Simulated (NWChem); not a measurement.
System: C$_{2}$H$_{7}$AlFN; SMILES C[NH][Al]([CH3])[F]

Here is an NWChem input.

```
start job
memory heap 200 mb stack 900 mb global 1100 mb
geometry units angstroms noautoz
  Al    -0.081357     0.538019     0.000995
  F     -1.265489     1.717887     0.000493
  C      1.800892     1.017459     0.002788
  H      2.320419     0.609101     0.885260
  H      1.939021     2.109629     0.009755
  H      2.318720     0.620849    -0.886045
  N     -0.681663    -1.128319    -0.000317
  C      0.071638    -2.359412     0.000269
  H     -1.684420    -1.289932    -0.001711
  H     -0.125977    -2.986624    -0.889420
  H     -0.127122    -2.986531     0.889779
  H      1.153201    -2.147969     0.000928
end
basis spherical
  * library def2-svp
end
dft
  xc b3lyp
  iterations 150
  vectors input atomic output neutral.movecs
end
task dft energy
charge 1
dft
  odft
  mult 2
  vectors input atomic output cation.movecs
end
task dft energy
```

Structure relaxed at the PBE0/def2-SVP level. No frequency run checked for a minimum.

Ions are spin-unrestricted doublets at the neutral geometry; other ion states weren't tried.

Question: Give the results of this calculation. (B3LYP/def2-SVP, vertical spin-unrestricted ions.) Quantities: vertical ionisation energy, ΔSCF (eV); −ε(HOMO) (eV).

Answer: 
| Quantity | Result |
|---|---|
| vertical ionisation energy, ΔSCF (eV) | 8.98 |
| −ε(HOMO) (eV) | 6.43 |
